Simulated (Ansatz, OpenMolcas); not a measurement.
How basis sets differ on C2H4O2Si (SMILES C=C1O[SiH2]O1)

The species is C2H4O2Si (9 atoms), meant as a singlet with charge 0. SMILES: `C=C1O[SiH2]O1`. The coordinates come from a PBE0-D4/def2-TZVP relaxation.

Quantity: the HOMO–LUMO gap, in eV. The values are calculated.

```
                           level          kind     program  value (eV)  CPU time
               HF/ANO-R0 (sfX2C)  Hartree–Fock  OpenMolcas       12.94     6.2 s
                       HF/STO-3G  Hartree–Fock      Ansatz       16.39     1.6 s
                        HF/3-21G  Hartree–Fock  OpenMolcas       12.26     5.1 s
 HF/6-31G* (spherical functions)  Hartree–Fock      Ansatz       11.88     9.3 s
HF/6-31G** (spherical functions)  Hartree–Fock      Ansatz       11.86     9.3 s
                      HF/cc-pVDZ  Hartree–Fock  OpenMolcas       12.06      14 s
                     HF/def2-SVP  Hartree–Fock      Ansatz       12.34     8.1 s
```

The values span 11.86 to 16.39 eV. A Hartree–Fock LUMO above zero doesn't converge with the basis: it sinks as sets grow more diffuse. Orbital gaps aren't excitation energies. CPU times are rough (shared hosts, several kinds of processor and program).
